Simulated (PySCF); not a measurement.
Q: What does the PBE0-D3(BJ)/def2-SVP structure of `C#CC1=NC=CN1[SiH2]OC` look like in three dimensions?

A: 
```xyz
18
C6H8N2OSi angstrom
C      1.4723    2.7207    0.1274
C      1.5308    1.5140    0.0089
C      1.5137    0.0989   -0.1232
N      2.5473   -0.6973   -0.2955
C      2.0264   -1.9527   -0.3677
C      0.6566   -1.9196   -0.2365
N      0.3207   -0.5957   -0.0799
Si    -1.2999    0.1055    0.1176
O     -2.2557   -1.2431    0.0987
C     -3.6556   -1.2639    0.1777
H      1.4432    3.7897    0.2314
H      2.6598   -2.8275   -0.5096
H     -0.1023   -2.6975   -0.2393
H     -1.3780    0.8346    1.4121
H     -1.5999    1.0162   -1.0209
H     -4.1245   -0.6944   -0.6449
H     -3.9946   -2.3075    0.1043
H     -4.0207   -0.8531    1.1361
```

Any rigid rotation of these coordinates is as good. Atoms count from 1 in this order. The 3 C–C bonds span 1.214 Å (C1≡C2, drawn triple) to 1.421 Å (C2–C3, drawn single), a spread of 0.207 Å. The 5-membered ring C3–N4–C5–C6–N7 has internal angles of 105.3° to 112.2°; it is planar, 0.00 Å rms from its mean plane, widest ring torsion 0°. N4 (pyridine-type nitrogen) is bent (angle 105.3°). Of the pairs four or more bonds apart, O9···H13 is among the closest relative to their van der Waals radii: 2.62 Å, 96 % of the sum of Bondi's values.

Bonds between heavy atoms (Å): C1≡C2 1.214, C2–C3 1.421, C3–N4 1.316, N4–C5 1.361, C5–C6 1.376, C6–N7 1.375, N7–Si8 1.777, Si8–O9 1.653, O9–C10 1.402, C3–N7 1.381.

Theory: PBE0-D3(BJ)/def2-SVP geometry optimisation, gas phase in PySCF.

No frequency check. One conformer, not necessarily the lowest (C6–N7–Si8–O9 1°, N7–Si8–O9–C10 -178°).

Hardware: one thread, Arm Neoverse N1 (aarch64), no GPU, shared host with 64 logical CPUs at a one-minute load of 59. Cost: 4.5 min wall, 0.78 GiB resident at most. These figures are those of the optimisation.
